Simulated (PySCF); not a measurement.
GaHCl2, SMILES [Cl][GaH][Cl].

Coordinates come from a ωB97X-D3(BJ)/def2-TZVP optimisation.

Level of theory: IEF-PCM-PBE0/def2-SVP run with PySCF.

The values are the electrostatic part of the solvation free energy, E(continuum) − E(gas) at the gas-phase geometry, in a cavity of scaled van der Waals radii (PySCF's table); cavitation and dispersion terms are not included. A continuum can't describe solvent molecules that bind to the metal. In vacuum the orbital gap is 7.44 eV. The dipole moment in vacuum is 1.68 D.

Computed values in water (ε = 78.36), ethanol (ε = 24.85), diethylether (ε = 4.24):
| solvent | ε | ΔG(elec) (kcal/mol) | dipole (D) | gap (eV) |
|---|---|---|---|---|
| water | 78.36 | -4.4 | 2.29 | 7.88 |
| ethanol | 24.85 | -4.2 | 2.26 | 7.86 |
| diethylether | 4.24 | -2.9 | 2.09 | 7.75 |
